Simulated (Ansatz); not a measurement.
`F[Si](Cl)(Cl)Cl` + `CC(C)N` → `CC(C)N[Si](Cl)(Cl)Cl` + H–F at 298.15 K and 1 bar (ligand exchange at the Si–F bond).

Isolated molecules relaxed with PBE0-D4/def2-TZVP in Ansatz; ΔE leaves out vibrations. CBS: MP2 limit from def2 TZ/QZ plus the TZ coupled-cluster correction, frozen cores. This one scheme is used for every species. One conformer a species, not always the lowest.

```json
{"species": "`F[Si](Cl)(Cl)Cl`", "CCSD(T)/CBS energy (Eh)": "-1768.43208", "H − E (kJ/mol)": "41.1", "S (J/(mol·K))": "331.5"}
{"species": "`CC(C)N`", "CCSD(T)/CBS energy (Eh)": "-174.28253", "H − E (kJ/mol)": "334.6", "S (J/(mol·K))": "299.1"}
{"species": "`CC(C)N[Si](Cl)(Cl)Cl`", "CCSD(T)/CBS energy (Eh)": "-1842.29631", "H − E (kJ/mol)": "338.6", "S (J/(mol·K))": "460.0"}
{"species": "H–F", "CCSD(T)/CBS energy (Eh)": "-100.39570", "H − E (kJ/mol)": "33.5", "S (J/(mol·K))": "173.6"}
```

H − E and S are ideal-gas, rigid-rotor, harmonic terms from PBE0-D4/def2-TZVP, for one conformer and one mirror image of each species. 1 Eh = 2625.50 kJ/mol, R = 8.31446 J/(mol·K).

By hand: ΔE, ΔH, ΔS and ΔG.

ΔE = (-1842.29631) + (-100.39570) − (-1768.43208) − (-174.28253) = 0.02260 Eh = 59.3 kJ/mol. Δ(H − E) = 338.6 + 33.5 − 41.1 − 334.6 = -3.6, so ΔH = 55.7 kJ/mol. ΔS = 460.0 + 173.6 − 331.5 − 299.1 = 3.0 J/(mol·K). ΔG = 55.7 − 298.15 × (3.0)/1000 = 54.8 kJ/mol.

By hand: the equilibrium constant, and the temperature at which ΔG would vanish if ΔH and ΔS stayed fixed.

log₁₀ K = −ΔG/(RT ln 10) = -9.6. ΔG = 0 at ΔH/ΔS = 18567 K, far beyond where these terms or the molecules hold.

The number of gas molecules stays the same, so ΔS is small and ΔH decides. A doubt of 5 kJ/mol in ΔE shifts log₁₀ K by 0.9 here. Other conformers and mirror images would add mixing entropy, several J/(mol·K) or more a flexible species. Modes under 60 cm⁻¹, often nearly free rotors, make the harmonic entropy too high. These are equilibria of isolated gas molecules and say nothing of rates. Largest T1 diagnostic: 0.010 (customary marks: 0.02 for closed shells, 0.045 for open ones).
